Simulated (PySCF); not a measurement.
Compound: C₆H₆OS.
InChI=1S/C6H6OS/c1-5(7)6-3-2-4-8-6/h2-4H,1H3

Theory: TDDFT PBE0/def2-SVPD, vertical, gas phase, core orbitals frozen in the response in PySCF. Geometry: GFN2-xTB, one conformer, isolated molecule. Torsions of this conformer, `[CH3:1][C:2](=[O:3])[c:4]1[cH:5][cH:6][cH:7][s:8]1`: C1–C2–C4–C5 178°.

Each state is given a Gaussian of 0.4 eV full width at half maximum, with ε(max) = 2.175×10⁸ f / Δν̃ (Δν̃ the width in cm⁻¹). The width is an assumption, not a result. The curve ends short of the highest state used, and states not computed would add to its high-energy end.

| λ (nm) | ε (L mol⁻¹ cm⁻¹) |
| --- | --- |
| 200.5 | 121 |
| 207.0 | 36 |
| 213.5 | 4 |
| 220.0 | 14 |
| 226.5 | 240 |
| 233.1 | 1745 |
| 239.6 | 6122 |
| 246.1 | 12887 |
| 252.6 | 17647 |
| 259.1 | 15830 |
| 265.6 | 9363 |
| 272.1 | 3759 |
| 278.6 | 1068 |
| 285.1 | 224 |
| 291.7 | 35 |
| 298.2 | 5 |
| 304.7 | 3 |
| 311.2 | 5 |
| 317.7 | 8 |
| 324.2 | 10 |
| 330.7 | 10 |
| 337.2 | 8 |
| 343.7 | 6 |
| 350.3 | 4 |
| 356.8 | 2 |
| 363.3 | 1 |
| 369.8 | 0 |
| 376.3 | 0 |
| 382.8 | 0 |
| 389.3 | 0 |

**Question.** Where are the band maxima, and which computed states make them?

**Answer.** 328 nm (3.78 eV), ε about 10, made up of S1 (100%); 254 nm (4.88 eV), ε about 18000, made up of S2 (83%) and S3 (17%) (ε in L mol⁻¹ cm⁻¹; maxima over ε = 5, shares over 10%). At its high-energy end, 6.18 eV, the curve is still rising (ε about 120, from S4). The states used: S1 3.78 eV (f 0.0001); S2 4.84 eV (f 0.224); S3 5.05 eV (f 0.076); S4 6.25 eV (f 0.0018); S5 6.49 eV (f 0.0003); S6 6.51 eV (f 0.0001); S7 6.76 eV (f 0.015); S8 6.78 eV (f 0.012).

**Question.** On this curve, what absorbance would a 10⁻³ mol/L sample give at 248 nm over a 1 cm path?

**Answer.** 248 nm is 4.999 eV, where ε is about 15000 L mol⁻¹ cm⁻¹, so A = ε c l ≈ 15 (Beer–Lambert, with the gas-phase spectrum and the assumed width).

**Question.** What would ε be at 4.88 eV, the highest of these maxima, with half the width (0.2 eV)?

**Answer.** About 28800 L mol⁻¹ cm⁻¹ against 17900, a factor of about 1.6; a lone state at its own centre would give exactly 2.

**Question.** Coming from long wavelengths, where does ε first pass 100 L mol⁻¹ cm⁻¹?

**Answer.** At about 288 nm (4.30 eV), 0.52 eV above S1.

The run took 58 s of wall time on an x86-64 server with one thread, no GPU, on a shared host.
